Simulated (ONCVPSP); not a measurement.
## Which change was made? (S, ONCV)

S, optimised norm-conserving Vanderbilt (ONCV), made with ONCVPSP 4.0.1 (LDA (Perdew-Wang 92), non-relativistic). Core [Ne], reference 3s2 3p4. Waves: 3s: rc 1.40 bohr, ncon 3, nbas 7, qcut 3.7 1/bohr, 2 projectors, debl 3.9 Ha; 3p: rc 1.70 bohr, ncon 3, nbas 6, qcut 5.1 1/bohr, 2 projectors, debl 1.2 Ha. Local part: polynomial inside 1.30 bohr (lpopt 5, dvloc0 3 Ha). Core correction: Teter function fitted to the true core (icmod 2), fcfact 0.7.

Cutoffs, loose and tight: the cutoffs (Ha) at which the residual kinetic energy of the hardest occupied pseudo-wave falls to 1 and 0.1 mHa per electron. They do not see the model core or the augmentation charge, which bear on the density cutoff. Test errors are all-electron minus pseudo excitation energies from the reference, over the configurations 3s2 3p3; 3s2 3p2; 3s2 3p1; 3s0 3p6; variants that change the core or the reference have their own tests.

The base gives: outcome: generated; cutoff, loose: 57 Ha; cutoff, tight: 93 Ha; bound ghosts: none; GHOST(+) flags above zero: none; largest test error (meV): +69.

Q: After one change the result is: outcome: generated; cutoff, loose: 27 Ha; cutoff, tight: 86 Ha; bound ghosts: none; GHOST(+) flags above zero: s; largest test error (meV): +54. Which change was it?
A. s: rc 1.08; local potential polynomial inside 1.08 bohr (lpopt 5, dvloc0 3 Ha)
B. s: rc 1.62
C. s: rc 0.96; local potential polynomial inside 0.96 bohr (lpopt 5, dvloc0 3 Ha)
D. s: rc 1.88

A: A. The others give: s: rc 1.88 → outcome: generated; cutoff, loose: 7.7 Ha; cutoff, tight: 39 Ha; bound ghosts: none; GHOST(+) flags above zero: none; largest test error (meV): +138 | s: rc 1.62 → outcome: generated; cutoff, loose: 30 Ha; cutoff, tight: 68 Ha; bound ghosts: none; GHOST(+) flags above zero: s; largest test error (meV): +96 | s: rc 0.96; local potential polynomial inside 0.96 bohr (lpopt 5, dvloc0 3 Ha) → outcome: generated; cutoff, loose: 171 Ha; cutoff, tight: 203 Ha; bound ghosts: s; GHOST(+) flags above zero: none; largest test error (meV): +52.
